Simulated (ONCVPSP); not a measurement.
**What one change does to a pseudopotential (N (Z = 7), ONCV)**

nitrogen, optimised norm-conserving Vanderbilt (ONCV), made with ONCVPSP 4.0.1 (PBE, scalar-relativistic). Core [He], reference 2s2 2p3. Waves: 2s: rc 0.75 bohr, ncon 4, nbas 7, qcut 9.8 1/bohr, 3 projectors, debl 3.8 Ha; 2p: rc 1.65 bohr, ncon 5, nbas 10, qcut 8.3 1/bohr, 2 projectors, debl 1.8 Ha; d scattering state at 0.06 Ha: rc 1.40 bohr, ncon 3, nbas 8, qcut 7.7 1/bohr, 2 projectors, debl 3.4 Ha. Local part: polynomial inside 0.70 bohr (lpopt 3, dvloc0 6 Ha). Core correction: Teter function, fcfact 5, rcfact 1.1.

Change: p: rc 1.18.

Cutoffs: the cutoffs (Ha) at which the residual kinetic energy of the hardest occupied pseudo-wave falls to 1 and 0.1 mHa per electron; they do not see the model core or the augmentation charge, which bear on the density cutoff. Errors are all-electron minus pseudo energies relative to the spin-unpolarised reference configuration.

How do hardness, ghosts and transferability respond?

The potential gets neither clearly harder nor softer (30 Ha and 184 Ha → 33 Ha and 184 Ha); both files keep a bound ghost (s); of the 4 tests that both files solve, the error grows in 0 and shrinks in 4 by more than 15 % and 0.3 meV (median size 90.9 → 41.1 meV). Less of the atom is replaced, so other configurations are described better.

| quantity | base | changed |
| --- | --- | --- |
| cutoff, loose | 30 Ha | 33 Ha |
| cutoff, tight | 184 Ha | 184 Ha |
| loose cutoff by channel | s 30 Ha, p 24 Ha | s 30 Ha, p 33 Ha |
| bound ghosts | s | s |
| GHOST(+) flags under 300 eV | none | none |
| error for 2s2 2p2, meV [ΔE 13.59 eV] | +18 | +6.8 |
| error for 2s2 2p1, meV [ΔE 42.44 eV] | +164 | +75 |
| error for 2s2 2p0, meV [ΔE 89.53 eV] | +724 | +386 |
| error for 2s2 2p2.5, meV [ΔE 5.09 eV] | +2.5 | +0.8 |
| s: phases at 0.76 bohr within 0.05 rad from the reference energy up to (Ha; the scan ends near 5) | to the end of the scan | to the end of the scan |
| d: phases at 1.42 bohr within 0.05 rad from the reference energy up to (Ha; the scan ends near 5) | to the end of the scan | to the end of the scan |
| rms error of d²Exc/dni dnj with the model core, mHa | 2.17 | 2.21 |

 A true bound ghost makes a file unfit for plane-wave use even where its test errors are small: the radial tests pick states by their node count and pass the ghost by.
